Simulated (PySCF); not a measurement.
Species: C6H9NOSi.
Numbering: `[CH2:1]=[C:2]1[CH2:3][O:4][C@@H:5]([C:6]#[N:7])[CH2:8][SiH2:9]1`

Cartesian coordinates in Å at the GFN2-xTB level; atoms count from 1:
```
atom  x, y, z in Å
C1    -2.521   -0.579   -0.673
C2    -1.312   -0.288   -0.214
C3    -0.936    1.125    0.152
O4     0.262    1.577   -0.455
C5     1.455    0.953   -0.026
C6     1.614    0.990    1.420
N7     1.731    1.001    2.557
C8     1.605   -0.496   -0.519
Si9    0.092   -1.526    0.021
H10   -2.798   -1.588   -0.927
H11   -3.284    0.174   -0.804
H12   -1.695    1.834   -0.190
H13   -0.854    1.203    1.248
H14    2.252    1.581   -0.455
H15    2.542   -0.903   -0.140
H16    1.676   -0.466   -1.607
H17   -0.059   -2.700   -0.838
H18    0.222   -1.885    1.438
```

Probes without a nucleus sit at each ring's centroid and 1 Å off its mean plane on both sides; NICS is minus the shielding there, NICSzz its component along the normal. Level: GIAO PBE0/pcSseg-1 (PySCF, non-relativistic, gas phase) on the GFN2-xTB geometry, one conformer.

Ring bond lengths (Å), with Mayer bond orders in brackets: C2–C3 1.507 (0.99), C3–O4 1.417 (0.91), O4–C5 1.413 (0.95), C5–C8 1.538 (1.00), C8–Si9 1.908 (0.88), Si9–C2 1.886 (0.83).

Question: Give the NICS values of each ring in ppm.

Answer: 
```
              ring                                                    type  NICS(0)  NICS(1), two faces  NICS(1)zz, two faces  rms pucker (Å)  centre to ring atoms, mean (Å)
C2–C3–O4–C5–C8–Si9  6-membered ring with O and Si; formal bonds all single     -1.9         -1.3 / -2.2             1.8 / 1.8            0.23                            1.55
```

Question: What can be read from them?

Answer: 
- C2–C3–O4–C5–C8–Si9: mean NICS(1)zz 1.8 ppm, near zero. C3, C5, C8, Si9 have four or more neighbours; no verdict on aromaticity is drawn.

Question: What are the shieldings of the ring atoms and their hydrogens in the same run (means over atoms taken as equivalent)?

Answer: 
```tsv
atoms	environment	σ isotropic (ppm)	principal values of the symmetric part, first atom (ppm)
C2	fully substituted alkene carbon	38.9	-77.2, 13.9, 180.0
C3	sp3 carbon bound to oxygen	110.9	84.2, 105.1, 143.5
O4	cyclic ether oxygen	274.0	236.8, 279.1, 305.9
C5	sp3 carbon bound to oxygen	122.3	97.1, 109.3, 160.4
C8	sp3 carbon bound to silicon	169.3	145.4, 174.5, 187.9
Si9	SiH2 silicon	408.9	383.2, 416.7, 426.8
H12	methylene hydrogen	27.37	22.7, 27.0, 32.4
H13	methylene hydrogen	26.75	23.7, 26.9, 29.6
H14	methine hydrogen	26.52	23.4, 24.4, 31.7
H15	methylene hydrogen	30.67	26.6, 28.2, 37.2
H16	methylene hydrogen	30.19	26.3, 27.7, 36.6
H17	Si–H hydrogen	27.37	24.0, 25.2, 32.9
H18	Si–H hydrogen	26.79	23.8, 25.4, 31.1
```
